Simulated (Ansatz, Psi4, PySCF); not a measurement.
CH$_{10}$N$_{2}$Si$_{2}$ (SMILES N[SiH2]C[SiH2]N), singlet, at a GFN2-xTB geometry, atoms displaced at random by about 0.03 Å a coordinate. Base run: PBE/STO-3G, gradient in PySCF.

Input for PySCF:
```python
from pyscf import gto, scf, dft

mol = gto.Mole()
mol.atom = '''
    Si    1.61903585   -0.46715812   -0.08773089
    N     2.93166933    0.55863811    0.11127075
    C     0.02136159    0.54832705    0.00200173
    Si   -1.62678891   -0.39056695    0.06020435
    N    -3.03507782    0.50122119    0.24139480
    H     1.78406896   -1.44248739    0.98871377
    H     1.54512677   -1.21570484   -1.36028611
    H     3.86848336    0.27204357    0.04974532
    H     2.93402642    1.50555493   -0.45667333
    H     0.00846782    1.29345831   -0.78365427
    H     0.06240508    1.13103938    0.87174492
    H    -1.56468740   -1.36132844    1.14473397
    H    -1.75254230   -1.06047559   -1.31133197
    H    -3.32025179    1.15450950   -0.53071234
    H    -3.14173832    0.91569715    1.15862865
'''
mol.basis = 'sto-3g'
mol.verbose = 4
mol.build()

mf = dft.RKS(mol)
mf.xc = 'pbe'
mf.kernel()
g = mf.nuc_grad_method()
grad = g.kernel()
```

Programs used: Ansatz (a program for electronic structure), Psi4, PySCF; a row that names a program was run with it.

The coordinate followed is z of atom 3.

Variants of this job, named by their change:

```
change                                                  dE/dx (Eh/bohr)  net force (Eh/bohr)
------------------------------------------------------  ---------------  -------------------
base                                                           0.013138             0.000026
finite difference step (bohr) = 1e-5; conv_tol = 1e-11         0.013129                    -
conv_tol = 1e-4                                                0.013095             0.000026
conv_tol = 1e-6                                                0.013141             0.000026
finite difference step (bohr) = 0.01; conv_tol = 1e-11         0.013136                    -
code = psi4                                                    0.013121             0.000200
finite difference step (bohr) = 0.2; conv_tol = 1e-11                 ?                    -
grids.level = 0; grid_response = on                            0.011993             0.000000
conv_tol = 1e-11                                               0.013138             0.000026
finite difference step (bohr) = 0.05; conv_tol = 1e-11         0.013302                    -
grid_response = on                                             0.013129             0.000000
code = ansatz                                                  0.013142             0.000000
```

Task: Some entries are withheld; supply them.

Result: 
- finite difference step (bohr) = 0.2; conv_tol = 1e-11, dE/dx (Eh/bohr): 0.015905

The net force is zero for an exact gradient.
